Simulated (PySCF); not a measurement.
**tert-butyl ethyl sulfide (SMILES CCSC(C)(C)C)**

Cartesian coordinates in Å; atom numbers follow the order of the lines, from 1:
```xyz
21

C     3.171   -0.326    0.500
C     1.769   -0.541   -0.043
S     0.663    0.711    0.665
C    -0.978    0.317   -0.084
C    -1.913    1.369    0.510
C    -0.925    0.456   -1.602
C    -1.434   -1.081    0.322
H     3.189   -0.414    1.597
H     3.863   -1.075    0.087
H     3.549    0.673    0.236
H     1.769   -0.460   -1.141
H     1.408   -1.549    0.220
H    -1.585    2.385    0.243
H    -1.947    1.295    1.607
H    -2.934    1.224    0.122
H    -0.262   -0.294   -2.058
H    -1.930    0.309   -2.031
H    -0.566    1.455   -1.892
H    -2.453   -1.271   -0.055
H    -0.781   -1.861   -0.096
H    -1.442   -1.188    1.416
```

Theory: quadratic response CAM-B3LYP/aug-cc-pVDZ first hyperpolarisability, Taylor convention, gas phase in PySCF. Geometry: PBE0-D3(BJ)/def2-SVP.

Question: Give the tensor of the second harmonic β(−2ω;ω,ω) at 1064 nm in the axes of these coordinates.

Answer: In au, Taylor convention; rows are the first index (the induced dipole):
```tsv
	xx	yy	zz	xy	xz	yz
x	+41.2	-34.7	+14.8	+12.7	+21.2	-6.3
y	+12.1	-97.0	-9.1	-34.5	-6.1	+22.1
z	+20.7	+21.5	-111.7	-6.1	+14.8	-8.4
```
Norm of βᵢ = ⅓ Σⱼ (βᵢⱼⱼ + βⱼᵢⱼ + βⱼⱼᵢ): 117.8 au, hyper-Rayleigh value 63.8 au.
